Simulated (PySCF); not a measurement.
C5H10OSi.
SMILES: `CO/C=C/[C@@H]1C[SiH2]1`

Level: wB97X-D/def2-SVPD in PySCF, non-relativistic, on one gas-phase PBE0-D3(BJ)/def2-SVP geometry that isn't relaxed in the solvent. The solvent is an IEF-PCM continuum (cavity from Bondi-type radii × 1.2), and excitations are vertical TDDFT with non-equilibrium linear response and a frozen core. The model holds no explicit solvent molecules, cavitation or dispersion.

Gas-phase singlets (H = HOMO, L = LUMO):

| state | E (eV) | λ (nm) | f | leading configurations |
| --- | --- | --- | --- | --- |
| S1 | 5.455 | 227 | 0.237 | H→L 92% |
| S2 | 5.909 | 210 | 0.072 | H→L+1 61%, H→L+2 13% |
| S3 | 6.153 | 202 | 0.160 | H→L+3 31%, H→L+2 29%, H→L+4 26% |
| S4 | 6.452 | 192 | 0.029 | H→L+2 40%, H→L+3 13%, H→L+5 13% |
| S5 | 6.524 | 190 | 0.020 | H→L+4 41%, H→L+3 20%, H→L+6 12% |

Task: Give the list for tetrahydrofuran (ε = 7.426), n² = 1.97.

Result: 
```csv
state,E (eV),λ (nm),f,leading configurations,change by rank (eV)
S1,5.411,229,0.358,H→L 94%,-0.044
S2,5.921,209,0.084,"H→L+1 66%, H→L+2 12%, H→L+4 10%",+0.012
S3,6.164,201,0.167,"H→L+2 45%, H→L+3 34%, H→L+4 11%",+0.011
S4,6.474,191,0.024,"H→L+3 30%, H→L+2 28%, H→L+6 10%",+0.022
S5,6.545,189,0.014,"H→L+4 53%, H→L+5 11%",+0.021
```

Task: How do the frontier levels move from gas to tetrahydrofuran?

Result: 
| orbital | gas (eV) | solvent (eV) | change (eV) |
| --- | --- | --- | --- |
| LUMO+2 | 2.58 | 2.63 | +0.05 |
| LUMO+1 | 2.29 | 2.37 | +0.08 |
| LUMO | 1.73 | 1.77 | +0.04 |
| HOMO | -7.56 | -7.57 | -0.01 |
| HOMO-1 | -9.44 | -9.42 | +0.02 |
| HOMO-2 | -10.43 | -10.39 | +0.04 |
| HOMO-3 | -11.42 | -11.42 | 0.00 |

The HOMO–LUMO gap goes from 9.29 to 9.34 eV.

Time: 77 s; peak memory 1.1 GiB. Hardware: one thread of an Arm Neoverse N1, shared host with 64 logical CPUs at a one-minute load of 60. This is the whole response run at wB97X-D/def2-SVPD in tetrahydrofuran, SCF included.

Shape of the structure used: `[CH3:1][O:2]/[CH:3]=[CH:4]/[C@@H:5]1[CH2:6][SiH2:7]1`: C1–O2–C3–C4 1°, C3–C4–C5–C6 -9°.
